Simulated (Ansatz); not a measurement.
C3H6FNSi can be A, `C=N/C(F)=C/[SiH3]`, or B, `C=N/C([SiH3])=C\F`.

Isolated molecules relaxed with PBE0-D4/def2-TZVP in Ansatz; ΔE leaves out vibrations. CCSD(T)/CBS is the MP2 limit (def2-TZVPP, def2-QZVPP) plus CCSD(T) − MP2 in def2-TZVPP, frozen cores. Double bonds are as drawn, so ΔE can hold a change between cis and trans. DFT in def2-TZVPP. One conformer a species, not always the lowest.

A:

Z-matrix (Å, degrees):
```
Si
C 1 1.859
H 1 1.486 2 110.9
H 1 1.486 2 111.0 3 120.7
H 1 1.485 2 108.4 3 -119.7
C 2 1.331 1 123.8 3 -59.8
H 2 1.084 1 121.6 3 120.1
N 6 1.374 2 124.5 1 180.0
F 6 1.352 2 119.1 1 -0.0
C 8 1.269 6 119.9 2 -180.0
H 10 1.087 8 118.1 6 180.0
H 10 1.092 8 123.8 6 -0.0
```

B:

```xyz
12

C    -0.6540    0.5839    1.9637
N     0.3167    0.5536    1.1593
C     0.1145    0.2098   -0.1794
Si    1.0230   -1.2921   -0.8219
C    -0.5725    0.9620   -1.0380
F    -1.1894    2.0924   -0.6754
H    -1.6797    0.3270    1.6781
H    -0.4697    0.8742    2.9968
H     0.7015   -1.4397   -2.2649
H     0.5750   -2.5016   -0.0839
H     2.4869   -1.1341   -0.6348
H    -0.6525    0.7647   -2.0996
```

Task: Which isomer does CCSD(T)/CBS put lower? Give the gap. (Estimate.)

Result: The calculation gave: A, by 8.1 kcal/mol.

Task: Give E(B) − E(A) in kcal/mol with ωB97M-V, CCSD(T)/def2-TZVPP, HF/def2-TZVPP, MP2/def2-TZVPP, PBE0-D4, r2SCAN-D4, CCSD/def2-TZVPP. (Estimate.)

Result: Ansatz gave: ωB97M-V 8.4, CCSD(T)/def2-TZVPP 8.4, HF/def2-TZVPP 9.5, MP2/def2-TZVPP 8.1, PBE0-D4 8.7, r2SCAN-D4 9.8, CCSD/def2-TZVPP 8.3. None reverses the order clearly.

Largest T1 diagnostic: 0.014.

The D4 term adds −0.8 kcal/mol with B3LYP and −0.4 kcal/mol with PBE0; it sums over pairs of atoms, weighted by their polarisabilities, and B3LYP, whose exchange is more repulsive, gets the larger term. In def2-TZVPP, CCSD(T) changes the Hartree–Fock value by −1.1 kcal/mol (the triples alone add +0.1 kcal/mol) and MP2 by −1.4 kcal/mol.

B3LYP here is the variant with VWN-RPA as its local correlation; programs differ in this.
